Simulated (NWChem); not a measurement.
Molecule: BHClF; SMILES FBCl

Computed with NWChem. Pople sets run with spherical d functions. Each level has its own optimisation; frequencies are unscaled.

```json
[
 {"level": "B3LYP/3-21G", "r B–H (Å)": "1.183", "r B–F (Å)": "1.342", "r B–Cl (Å)": "1.789", "highest harmonic frequency (cm⁻¹)": "?", "lowest (cm⁻¹)": "390", "zero-point energy (kcal/mol)": "10.5", "dipole (D)": "?"},
 {"level": "Hartree-Fock/3-21G", "r B–H (Å)": "1.171", "r B–F (Å)": "1.334", "r B–Cl (Å)": "1.788", "highest harmonic frequency (cm⁻¹)": "2930", "lowest (cm⁻¹)": "403", "zero-point energy (kcal/mol)": "11.0", "dipole (D)": "1.70"},
 {"level": "PBE/def2-SVP", "r B–H (Å)": "1.211", "r B–F (Å)": "1.323", "r B–Cl (Å)": "1.754", "highest harmonic frequency (cm⁻¹)": "2619", "lowest (cm⁻¹)": "393", "zero-point energy (kcal/mol)": "10.0", "dipole (D)": "0.49"},
 {"level": "B3LYP/6-31G*", "r B–H (Å)": "1.187", "r B–F (Å)": "1.316", "r B–Cl (Å)": "1.758", "highest harmonic frequency (cm⁻¹)": "2740", "lowest (cm⁻¹)": "398", "zero-point energy (kcal/mol)": "10.4", "dipole (D)": "0.78"},
 {"level": "PBE0/def2-SVP", "r B–H (Å)": "1.202", "r B–F (Å)": "1.311", "r B–Cl (Å)": "1.745", "highest harmonic frequency (cm⁻¹)": "2702", "lowest (cm⁻¹)": "404", "zero-point energy (kcal/mol)": "10.4", "dipole (D)": "0.64"}
]
```

Question: Some entries are withheld; supply them.

Answer: 
- B3LYP/3-21G, highest harmonic frequency (cm⁻¹): 2796
- B3LYP/3-21G, dipole (D): 1.18
